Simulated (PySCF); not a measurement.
CH3Be, SMILES [Be+][CH3], charge +1.

Coordinates come from a B3LYP-D3(BJ)/def2-TZVPD optimisation. The spin state was assumed, not searched. The isomer is the one that the SMILES or the coordinates give; other isomers of the formula were not compared.

Method: IEF-PCM-ωB97X/def2-TZVPD (PySCF).

The values are the electrostatic part of the solvation free energy, E(continuum) − E(gas) at the gas-phase geometry, in a cavity of scaled van der Waals radii (PySCF's table); cavitation and dispersion terms are not included. A continuum can't describe solvent molecules that bind to the metal. In vacuum the orbital gap is 10.26 eV.

```json
[
 {"solvent": "water", "ε": "78.36", "ΔG(elec) (kcal/mol)": "-91.6", "gap (eV)": "11.83"},
 {"solvent": "toluene", "ε": "2.37", "ΔG(elec) (kcal/mol)": "-51.2", "gap (eV)": "11.01"},
 {"solvent": "methanol", "ε": "32.61", "ΔG(elec) (kcal/mol)": "(withheld)", "gap (eV)": "(withheld)"}
]
```

Question: Complete the blanks. (Estimate from the structure and the level; the computed values follow.)

Answer: 
- methanol, ΔG(elec) (kcal/mol): -89.7
- methanol, gap (eV): 11.79
